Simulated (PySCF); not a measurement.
A side-by-side comparison of computed properties.

First species: C₃H₁₁ClOSi₂.
SMILES: `CO[Si@H](C)[SiH2]CCl`

Second species: C3H11ClOSi2.
SMILES: `CO[SiH2]C[SiH2]CCl`

Levels: PBE0/def2-SVPD for dipole moment, HOMO energy, LUMO energy, HOMO–LUMO gap, static isotropic polarisability and electronic spatial extent ⟨r²⟩ about the centre of nuclear charge; TDDFT PBE0/def2-SVPD for lowest singlet excitation; TDA PBE0/def2-SVPD for lowest triplet excitation (Tamm–Dancoff); GFN2-xTB for rotational constant A and rotational constant C. Geometries: GFN2-xTB. Each species is one conformer at its optimised geometry, gas phase, non-relativistic unless stated; the electronic structure was computed with PySCF and density fitting.

The conformers computed, where there is a choice (atom-mapped SMILES and torsion angles):
- `[CH3:1][O:2][Si@H:3]([CH3:4])[SiH2:5][CH2:6][Cl:7]`: C1–O2–Si3–C4 -56°, O2–Si3–Si5–C6 -69°, Si3–Si5–C6–Cl7 -57°
- `[CH3:1][O:2][SiH2:3][CH2:4][SiH2:5][CH2:6][Cl:7]`: C1–O2–Si3–C4 177°, O2–Si3–C4–Si5 40°, Si3–C4–Si5–C6 49°, C4–Si5–C6–Cl7 57°

Values for the first species:

- Dipole moment: 2.33 D
- HOMO energy: -7.83 eV
- LUMO energy: -0.24 eV
- HOMO–LUMO gap: 7.59 eV
- Lowest singlet excitation: 6.48 eV
- Lowest triplet excitation (Tamm–Dancoff): 5.75 eV
- Static isotropic polarisability: 109.8 au
- Electronic spatial extent ⟨r²⟩ about the centre of nuclear charge: 1858 bohr²
- Rotational constant A: 2.071 GHz
- Rotational constant C: 0.659 GHz

(1) Estimate the same properties for the second species, and the change in each.

Answers

(1) 
| property | first | second | second less first |
| --- | --- | --- | --- |
| dipole moment | 2.33 D | 2.16 D | -0.17 D |
| HOMO energy | -7.83 eV | -7.90 eV | -0.07 eV |
| LUMO energy | -0.24 eV | 0.00 eV | +0.24 eV |
| HOMO–LUMO gap | 7.59 eV | 7.90 eV | +0.31 eV |
| lowest singlet excitation | 6.48 eV | 6.65 eV | +0.17 eV |
| lowest triplet excitation (Tamm–Dancoff) | 5.75 eV | 6.01 eV | +0.26 eV |
| static isotropic polarisability | 109.8 au | 105.9 au | -3.9 au |
| electronic spatial extent ⟨r²⟩ about the centre of nuclear charge | 1858 bohr² | 1758 bohr² | -100 bohr² |
| rotational constant A | 2.071 GHz | 2.035 GHz | -0.036 GHz |
| rotational constant C | 0.659 GHz | 0.720 GHz | +0.061 GHz |

On the first: The vertical singlet–triplet gap S1 − T1 is 0.73 eV (TDDFT singlet less Tamm–Dancoff triplet; S1: HOMO→LUMO, weight 0.90; T1: HOMO→LUMO, weight 0.59). S1 lies 1.11 eV below the HOMO–LUMO gap; its leading configuration is HOMO→LUMO, weight 0.90.

On the second: In atomic units the dipole is 0.85 e·bohr (1 au = 2.5417 D). The vertical singlet–triplet gap S1 − T1 is 0.64 eV (TDDFT singlet less Tamm–Dancoff triplet; S1: HOMO→LUMO, weight 0.70; T1: HOMO→LUMO, weight 0.44, beside HOMO→LUMO+1, weight 0.34).
